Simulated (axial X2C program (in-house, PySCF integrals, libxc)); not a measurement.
# BeAu⁺: from the spin-free to the two-component result

All values were computed with an axial X2C code built on PySCF integrals. Spin-free means the one-electron spin-free X2C Hamiltonian; two-component (2c) means X2C with spin–orbit coupling and atomic mean-field two-electron Coulomb and Gaunt terms, so the difference of the two also holds small scalar two-electron terms. Basis: Au dyall-cv3z [13s14p9d6f4g], Be dyall-cv3z [8s8p3d1f] (cores contracted in-house); Gaussian nuclei, density fitting, unrestricted open shells. Masses: Au 196.967 u, Be 9.012 u.

Spin-free state: M_S = 0, Λ = 0 (closed shell); fragments Au + Be+ for PBE0, MP2, LDA; Au+ + Be for HF.

| level | Re (Å) | ωe (cm⁻¹) | De (eV) | μ (D) |
| --- | --- | --- | --- | --- |
| PBE0 | 1.988 | 646.9 | 3.712 | 5.91 |
| HF | 2.111 | 494.1 | 2.146 | 5.56 |
| MP2 | 1.959 | 694.9 | 3.632 | n/a |
| LDA | 1.943 | 712.0 | 4.417 | 6.17 |

Correlated methods: 12 electrons correlated (number of frozen shells: Au 5 s, 4 p, 2 d, 1 f; Be 1 s), 268 virtual spin orbitals or spinors in MP2.

Dipoles are positive if Be is the positive end and refer to the centre of mass.

Two-component determinant lowest at the distance of the search:

Ω = 0 (closed shell); fragments Au + Be+ for PBE0, MP2, LDA; Au+ + Be for HF.

```json
{"level": "PBE0", "Re (Å)": "1.986", "ωe (cm⁻¹)": "650.4", "De (eV)": "3.739", "μ (D)": "5.91"}
{"level": "HF", "Re (Å)": "2.104", "ωe (cm⁻¹)": "501.3", "De (eV)": "2.192", "μ (D)": "5.57"}
{"level": "MP2", "Re (Å)": "1.957", "ωe (cm⁻¹)": "698.8", "De (eV)": "3.658", "μ (D)": "n/a"}
{"level": "LDA", "Re (Å)": "1.942", "ωe (cm⁻¹)": "713.3", "De (eV)": "4.444", "μ (D)": "6.16"}
```

**Question.** From the two tables, how do the constants change at the MP2 level (2c against spin-free)?

**Answer.** At the MP2 level Re falls by 0.002 Å and ωe increases by 3.9 cm⁻¹; De changes by 0.026 eV.

One determinant describes the state; a PBE0 search over occupations chose it and may have missed a lower one. The closed shell is kept restricted, so the energy runs too high when the bond is stretched far. Dissociation energies refer to the lowest single-determinant-based atoms at the same level and basis.
